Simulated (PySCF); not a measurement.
In(F)(Et)(OH) (C2H6FInO), SMILES C[CH2][In]([OH])[F].

Geometry: B3LYP-D3(BJ)/def2-SVP. The structure was generated by enumeration; whether it is a known compound was not checked. The def2 effective core potentials stand for the cores of In; spin–orbit coupling is left out. Other conformers were not sampled.

These are IEF-PCM-PBE0/def2-SVP (PySCF 2.14.0) values and carry that method's errors.

The values are the electrostatic part of the solvation free energy, E(continuum) − E(gas) at the gas-phase geometry, in a cavity of scaled van der Waals radii (PySCF's table); cavitation and dispersion terms are not included. A continuum can't describe solvent molecules that bind to the metal. In vacuum the orbital gap is 6.70 eV. The dipole moment in vacuum is 5.25 D.

Computed values in water (ε = 78.36), dimethylsulfoxide (ε = 46.83), acetonitrile (ε = 35.69):
| solvent | ε | ΔG(elec) (kcal/mol) | dipole (D) | gap (eV) |
|---|---|---|---|---|
| water | 78.36 | -13.4 | 6.30 | 6.73 |
| dimethylsulfoxide | 46.83 | -13.2 | 6.29 | 6.73 |
| acetonitrile | 35.69 | -13.1 | 6.28 | 6.73 |
